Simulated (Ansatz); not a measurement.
BrClFHSn, SMILES `[F][SnH]([Cl])[Br]`, 5 atoms. Charge 0, multiplicity 1. Correlated methods include outer-core shells of Br, Sn, which these sets cover unevenly. Scalar relativity is left out up to krypton. Sn: def2 effective core potential. All runs use 4 threads of an Arm Neoverse N1 on a shared host. Correlated methods freeze the cores.

Task: How many basis functions does each run have, and how long does it take in Ansatz? RKS ωB97M-V/def2-QZVPP energy; RKS B97M-V/def2-TZVPP energy; RKS PBE0-D4/def2-QZVPP energy; RKS BHLYP-D4/def2-TZVPP energy; RKS ωB97M-V/def2-SVP energy; RKS PBE0-D4/def2-TZVP frequencies; RKS PBE-D4/def2-TZVPP energy and forces; RHF-CCSD(T)/def2-SVP energy; RKS PBE0-D4/def2-SVP energy; RKS PBE0-D4/def2-TZVP relaxation (5 steps); RHF-MP2/def2-QZVPP energy; RKS PBE0-D4/def2-TZVPP energy. (Best estimate.)

Result: Computed: Other jobs shared the machine, so times are rough.

```tsv
level	job	functions	wall time	peak host memory (GiB)
RKS PBE0-D4/def2-SVP	energy	95	1.8 s	0.38
RKS PBE-D4/def2-TZVPP	energy and forces	185	3 s	0.25
RKS PBE0-D4/def2-TZVPP	energy	185	4.2 s	0.57
RKS BHLYP-D4/def2-TZVPP	energy	185	4.4 s	0.59
RKS ωB97M-V/def2-SVP	energy	95	7 s	0.38
RHF-CCSD(T)/def2-SVP	energy	95	7.5 s	0.38
RKS PBE0-D4/def2-QZVPP	energy	328	10 s	1.2
RKS B97M-V/def2-TZVPP	energy	185	11 s	0.33
RHF-MP2/def2-QZVPP	energy	328	18 s	1.2
RKS ωB97M-V/def2-QZVPP	energy	328	23 s	1.4
RKS PBE0-D4/def2-TZVP	relaxation (5 steps)	172	32 s	0.51
RKS PBE0-D4/def2-TZVP	frequencies	172	120 s	0.51
```
